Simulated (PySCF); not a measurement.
PySCF input (TPSSh/def2-TZVPD):

```python
from pyscf import gto, scf, dft

mol = gto.M(
    atom='''
    C    -2.23602167   -0.12907857   -0.00847515
    C    -0.74449004   -0.17442297    0.11709029
    C     0.00078433   -1.00543156    0.91725390
    C     1.43907013   -0.87964936    0.88370247
    C     1.73431041    0.10556828    0.00159997
    S     0.28646737    0.88055291   -0.78711687
    H    -2.65362397    0.84516866    0.27125001
    H    -2.67888962   -0.88061286    0.65211477
    H    -2.58029468   -0.33982218   -1.02771935
    H    -0.51900633   -1.72877902    1.54778782
    H     2.68641778    0.51328387   -0.31659222
    ''',
    basis='def2-tzvpd',
    charge=-1,
    spin=0,
    verbose=4,
)

mf = dft.RKS(mol, xc='tpssh').density_fit(auxbasis='def2-universal-jkfit')
mf.grids.level = 3
mf.conv_tol = 1e-9
mf.max_cycle = 100
mf.max_memory = 1500
mf.kernel()
if not mf.converged:
    mf = mf.newton()
    mf.kernel(mf.make_rdm1())
mf.analyze()
```

Output:

```
PySCF version 2.14.0

[INPUT] verbose = 4
[INPUT] num. atoms = 11
[INPUT] num. electrons = 52
[INPUT] charge = -1
[INPUT] spin (= nelec alpha-beta = 2S) = 0
[INPUT] symmetry False subgroup None
[INPUT] Mole.unit = angstrom
[INPUT] Symbol           X                Y                Z      unit          X                Y                Z       unit  Magmom
[INPUT]  1 C     -2.236021670000  -0.129078570000  -0.008475150000 AA   -4.225468564893  -0.243923145851  -0.016015712365 Bohr   0.0
[INPUT]  2 C     -0.744490040000  -0.174422970000   0.117090290000 AA   -1.406882278066  -0.329611643133   0.221268579946 Bohr   0.0
[INPUT]  3 C      0.000784330000  -1.005431560000   0.917253900000 AA    0.001482168891  -1.899990285394   1.733358657689 Bohr   0.0
[INPUT]  4 C      1.439070130000  -0.879649360000   0.883702470000 AA    2.719448419742  -1.662296376049   1.669955643902 Bohr   0.0
[INPUT]  5 C      1.734310410000   0.105568280000   0.001599970000 AA    3.277371689882   0.199495136641   0.003023505108 Bohr   0.0
[INPUT]  6 S      0.286467370000   0.880552910000  -0.787116870000 AA    0.541344872924   1.664003838089  -1.487435312325 Bohr   0.0
[INPUT]  7 H     -2.653623970000   0.845168660000   0.271250010000 AA   -5.014622540881   1.597137296466   0.512588230186 Bohr   0.0
[INPUT]  8 H     -2.678889620000  -0.880612860000   0.652114770000 AA   -5.062367699740  -1.664117127170   1.232318317084 Bohr   0.0
[INPUT]  9 H     -2.580294680000  -0.339822180000  -1.027719350000 AA   -4.876050265872  -0.642170851253  -1.942108104416 Bohr   0.0
[INPUT] 10 H     -0.519006330000  -1.728779020000   1.547787820000 AA   -0.980779820616  -3.266918877694   2.924895078738 Bohr   0.0
[INPUT] 11 H      2.686417780000   0.513283870000  -0.316592220000 AA    5.076593860362   0.969965938457  -0.598272588968 Bohr   0.0

nuclear repulsion = 259.495782147782
number of shells = 106
number of NR pGTOs = 387
number of NR cGTOs = 276
basis = def2-tzvpd
ecp = {}

******** <class 'pyscf.df.df_jk.DFRKS'> ********
method = DFRKS
initial guess = minao
damping factor = 0
level_shift factor = 0
DIIS = <class 'pyscf.scf.diis.CDIIS'>
diis_start_cycle = 1
diis_space = 8
diis_damp = 0
SCF conv_tol = 1e-09
SCF conv_tol_grad = None
SCF max_cycles = 100
direct_scf = False
XC library pyscf.dft.libxc version 7.1.2
    S. Lehtola, C. Steigemann, M. J. T. Oliveira, and M. A. L. Marques,  SoftwareX 7, 1–5 (2018)
XC functionals = tpssh
    V. N. Staroverov, G. E. Scuseria, J. Tao, and J. P. Perdew,  J. Chem. Phys. 119, 12129 (2003)
radial grids:
    Treutler-Ahlrichs [JCP 102, 346 (1995); DOI:10.1063/1.469408] (M4) radial grids

becke partition: Becke, JCP 88, 2547 (1988); DOI:10.1063/1.454033
pruning grids: <function nwchem_prune>
grids dens level: 3
symmetrized grids: False
atomic radii adjust function: <function treutler_atomic_radii_adjust>
small_rho_cutoff = 0
Set gradient conv threshold to 3.16228e-05
Initial guess from minao.
tot grids = 138512
******** <class 'pyscf.df.df.DF'> ********
auxbasis = def2-universal-jkfit
[...]
cycle= 13 E= -591.803767184069  delta_E= -3.24e-10  |g|= 1.21e-05  |ddm|= 0.00054
  HOMO = 0.018464638828867  LUMO = 0.116321573512323  gap/eV = 2.66282
Extra cycle  E= -591.803767183881  delta_E= 1.88e-10  |g|= 2.75e-05  |ddm|= 0.000507
converged SCF energy = -591.803767183881
**** SCF Summaries ****
Total Energy =                        -591.803767183881291
Nuclear Repulsion Energy =             259.495782147781938
One-electron Energy =                -1334.499662739392306
Two-electron Energy =                  483.200113407729020
Two-electron Coulomb Energy =          538.128915980533748
DFT Exchange-Correlation Energy =      -54.928802572804742
HOMO-LUMO gap [eV] =                     2.662822824405455
**** MO energy ****
MO #1   energy= -88.5413491880843  occ= 2
MO #2   energy= -9.97612192774785  occ= 2
MO #3   energy= -9.95873575135178  occ= 2
MO #4   energy= -9.93070044268466  occ= 2
MO #5   energy= -9.92292468618625  occ= 2
MO #6   energy= -9.87278054792341  occ= 2
MO #7   energy= -7.68668919952297  occ= 2
MO #8   energy= -5.63591651662832  occ= 2
MO #9   energy= -5.63300959281813  occ= 2
MO #10  energy= -5.63019564103474  occ= 2
MO #11  energy= -0.651359001585675 occ= 2
MO #12  energy= -0.566688489336052 occ= 2
MO #13  energy= -0.500370807873608 occ= 2
MO #14  energy= -0.466357115502127 occ= 2
MO #15  energy= -0.334616572891871 occ= 2
MO #16  energy= -0.324042032797774 occ= 2
MO #17  energy= -0.266399540316308 occ= 2
MO #18  energy= -0.262454542503006 occ= 2
MO #19  energy= -0.2409241991365   occ= 2
MO #20  energy= -0.174585482793753 occ= 2
MO #21  energy= -0.158950056977333 occ= 2
MO #22  energy= -0.155772908196827 occ= 2
MO #23  energy= -0.141133400704606 occ= 2
MO #24  energy= -0.0445051736543585 occ= 2
MO #25  energy= -0.0234870865472934 occ= 2
MO #26  energy= 0.018464638828867  occ= 2
MO #27  energy= 0.116321573512323  occ= 0
MO #28  energy= 0.127202257383675  occ= 0
MO #29  energy= 0.143805006417948  occ= 0
MO #30  energy= 0.144943042006739  occ= 0
MO #31  energy= 0.169937465677253  occ= 0
MO #32  energy= 0.170706315054853  occ= 0
MO #33  energy= 0.176250661225761  occ= 0
MO #34  energy= 0.197436402774198  occ= 0
MO #35  energy= 0.203493547106074  occ= 0
MO #36  energy= 0.213907979916495  occ= 0
MO #37  energy= 0.215290510667171  occ= 0
MO #38  energy= 0.22883283542032   occ= 0
MO #39  energy= 0.229617664389462  occ= 0
MO #40  energy= 0.24472923756329   occ= 0
MO #41  energy= 0.254042650137064  occ= 0
MO #42  energy= 0.259056256460311  occ= 0
MO #43  energy= 0.276644991487855  occ= 0
MO #44  energy= 0.293781078833961  occ= 0
MO #45  energy= 0.30226656841179   occ= 0
MO #46  energy= 0.308490519896478  occ= 0
MO #47  energy= 0.314976637688416  occ= 0
MO #48  energy= 0.319594847858044  occ= 0
MO #49  energy= 0.327860335845375  occ= 0
MO #50  energy= 0.32982172017636   occ= 0
MO #51  energy= 0.339123889068603  occ= 0
MO #52  energy= 0.345863358976486  occ= 0
MO #53  energy= 0.357191494873522  occ= 0
MO #54  energy= 0.365871836671753  occ= 0
MO #55  energy= 0.38126037323089   occ= 0
MO #56  energy= 0.384900884261049  occ= 0
MO #57  energy= 0.390367271977404  occ= 0
MO #58  energy= 0.399465571238826  occ= 0
MO #59  energy= 0.399845926610636  occ= 0
MO #60  energy= 0.401811318553122  occ= 0
MO #61  energy= 0.410150218239723  occ= 0
MO #62  energy= 0.4106707493977    occ= 0
MO #63  energy= 0.427373338069377  occ= 0
MO #64  energy= 0.438109898980654  occ= 0
MO #65  energy= 0.442483860113662  occ= 0
MO #66  energy= 0.44956385481063   occ= 0
MO #67  energy= 0.450617871633232  occ= 0
MO #68  energy= 0.462298924736644  occ= 0
MO #69  energy= 0.467533636202629  occ= 0
MO #70  energy= 0.479028955106356  occ= 0
MO #71  energy= 0.489845022039294  occ= 0
MO #72  energy= 0.490083943041552  occ= 0
MO #73  energy= 0.496651219010791  occ= 0
MO #74  energy= 0.502955091948953  occ= 0
MO #75  energy= 0.510301098922369  occ= 0
MO #76  energy= 0.51503682280782   occ= 0
MO #77  energy= 0.527369040943857  occ= 0
MO #78  energy= 0.529042212990859  occ= 0
MO #79  energy= 0.532917490308767  occ= 0
MO #80  energy= 0.539198677672256  occ= 0
MO #81  energy= 0.551329878890341  occ= 0
MO #82  energy= 0.552949337971758  occ= 0
MO #83  energy= 0.571105378111526  occ= 0
MO #84  energy= 0.593178771128875  occ= 0
MO #85  energy= 0.598740563971306  occ= 0
MO #86  energy= 0.609671024157898  occ= 0
MO #87  energy= 0.609823381762785  occ= 0
MO #88  energy= 0.629774243104543  occ= 0
MO #89  energy= 0.632408543342289  occ= 0
MO #90  energy= 0.638335574783442  occ= 0
MO #91  energy= 0.651216331041404  occ= 0
MO #92  energy= 0.670285350714069  occ= 0
MO #93  energy= 0.681930382379164  occ= 0
MO #94  energy= 0.697194792126975  occ= 0
MO #95  energy= 0.700545665578499  occ= 0
MO #96  energy= 0.700780587477557  occ= 0
MO #97  energy= 0.718115756007426  occ= 0
MO #98  energy= 0.731709347166175  occ= 0
MO #99  energy= 0.744213330231175  occ= 0
MO #100 energy= 0.751389009443667  occ= 0
MO #101 energy= 0.782724698224425  occ= 0
MO #102 energy= 0.791293469324162  occ= 0
MO #103 energy= 0.793621167265729  occ= 0
MO #104 energy= 0.795159823451991  occ= 0
MO #105 energy= 0.801358394783745  occ= 0
MO #106 energy= 0.811324384462937  occ= 0
MO #107 energy= 0.815606177791424  occ= 0
[...]
```

It need not be the lowest isomer of its formula. Whether it binds its extra electron was not tested at this geometry.
